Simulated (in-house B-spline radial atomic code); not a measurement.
# RPA and G0W0 on CAM-B3LYP: Xe⁸⁺

Configuration [Kr] 4d10, mean-field start CAM-B3LYP. Computed with a B-spline radial code for spherical atoms: all electrons, non-relativistic, point nucleus, each spin shell either full or empty, empty states to l = 9 with an (l + 1/2)⁻⁴ tail; G0W0 by contour deformation at full frequency.

Without relativity these are model numbers: it shifts the levels of so heavy an element strongly and can reorder them.

Command:
```bash
python run_gw.py task.json out
```
Settings (radii: box in bohr, nucleus in fm):
```
Z                        54
electrons                46
configuration            [Kr] 4d10
hamiltonian              nr
method                   camb3lyp
lmax                     9
spin_polarised           False
box_radius               7.7
intervals                51
```

Cost of the run: 3.2 s on 1 thread of Arm Neoverse N1, on a shared host.

Energies (hartree):

```tsv
term	value
mean-field total	-7219.71105
Hartree-Fock functional on these orbitals	-7217.12974
direct second order	-3.9519
second-order exchange	1.0883
SOSEX correction	1.0307
```

**Question.** What is the RPA correlation energy, and what remains with SOSEX?

**Answer.** RPA gives -3.5711 hartree (-2.11 eV per electron); RPA + SOSEX gives -2.5403, and the second-order doubles -2.8636 hartree (no singles). RPA lacks exchange-type terms and so overcorrelates at short range.

Quasi-particle levels (eV):

```
level  occupied  mean field  Σx - vxc     Σc  QP weight     G0W0
   4d       yes     -174.08     -8.22      ?          ?        ?
   5s        no     -106.98      6.39  -2.07      0.987  -102.65
```

G0W0 = mean field + (Σx - vxc) + Σc, with Σc (partial-wave tail included) taken at the quasi-particle energy. Only the outer levels were computed. Levels of low weight are left out.

**Question.** Where does G0W0 put 4d?

**Answer.** At -182.29 eV, with Σc = 0.01 eV and a quasi-particle weight of 0.972. The tabulated removal energy is 179.84 ± 0.12 eV (NIST, measured); the calculation leaves out relativity, Breit and QED terms, and what these don't explain is the method's own error.
